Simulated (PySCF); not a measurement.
Compound: [WOCl5]2- (charge -2 and doublet state).
Structure used (PBE0-D3(BJ)/def2-SVP), in Å, numbered top down from 1:
```xyz
7
Cl5OW angstrom
W     -0.0007    0.0003    0.2061
O     -0.0175   -0.0015    1.9066
Cl     0.0156    0.0009   -2.3338
Cl     2.4334    0.0138    0.0718
Cl    -2.4339   -0.0140    0.0380
Cl    -0.0109    2.4340    0.0594
Cl     0.0141   -2.4335    0.0520
```

Method: PySCF 2.14.0, PBE0-D3(BJ)/def2-SVP geometry optimisation, gas phase, def2 core potentials past Kr.

Question: Which atoms are bound to W1, and at what distances?

Answer: 6 atoms: O2 1.701 Å, Cl4 2.438 Å, Cl6 2.438 Å, Cl7 2.439 Å, Cl5 2.439 Å, Cl3 2.540 Å.

Question: List the angles at W1.

Answer: 
```tsv
angle	degrees	distance of the outer atoms (Å)
O2–W1–Cl3	179.8	4.24
Cl6–W1–Cl7	172.9	4.87
Cl4–W1–Cl5	172.9	4.87
O2–W1–Cl4	93.7	3.06
O2–W1–Cl7	93.6	3.06
O2–W1–Cl6	93.5	3.06
O2–W1–Cl5	93.4	3.05
Cl5–W1–Cl6	89.9	3.44
Cl4–W1–Cl7	89.8	3.44
Cl5–W1–Cl7	89.8	3.44
Cl4–W1–Cl6	89.7	3.44
Cl3–W1–Cl6	86.5	3.41
Cl3–W1–Cl4	86.5	3.41
Cl3–W1–Cl5	86.4	3.41
Cl3–W1–Cl7	86.4	3.41
```

Question: What is the shape at W1?

Answer: Octahedral: the three widest angles are 179.8°, 172.9° and 172.9°, the others run from 86.4° to 93.7°. The W–Cl distances aren't all alike: 2.438 to 2.540 Å.

Question: What are the rotational constants (commonest isotopes, rigid rotor)?

Answer: A = 753.4, B = 752.9, C = 610.0 MHz: an oblate symmetric top.

Point group: C4v (every atom within 0.08 Å of its image). Charge -2, doublet. ⟨S²⟩ = 0.758 (exact for a doublet: 0.75). Whether so highly charged an anion holds all its electrons in the gas phase wasn't checked; a finite basis holds them in any case. No counter-ion or solvent screens the charge of this multiply charged ion. The geometry's basis has no diffuse functions, a weakness for an anion. Stationary, but not proved a minimum.

Neither the SCF state along the optimisation nor the shape of the open-shell metal species was proved the lowest: other solutions of the same spin, or a structure of lower symmetry, can lie below.
